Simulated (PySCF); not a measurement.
## Correlation energy of Cl⁺ (chlorine, charge +1)

[Ne] 3s1 3p4 3d1, one real determinant (an excited configuration). Computed with PySCF 2.14 in dyall-acv3z (19s12p6d4f, 113 functions), with the non-relativistic Hamiltonian (point nucleus). Frozen: [Ne]; 6 electrons correlated; the 23 highest virtual orbitals of each spin left out.

```csv
level,correlation energy (mhartree)
CCSD,-156.84
(T),-12.57
CCSD(T),-169.41
```

Diagnostics: T1 = 0.013, D1 = 0.0382, largest double amplitude 0.192.

The real determinant used has ⟨L²⟩ near 8 against 12 for a pure F term, so it mixes terms. The outer electron is Rydberg-like, and this basis confines it to a smaller radius and binds it less than a complete one would. A double-excitation amplitude exceeds 0.15, a sign of near-degeneracy.

Cost of the coupled-cluster step: of the order of 30 core-seconds, for 6 correlated electrons.

The reference is one real determinant that mixes LS terms of this configuration.
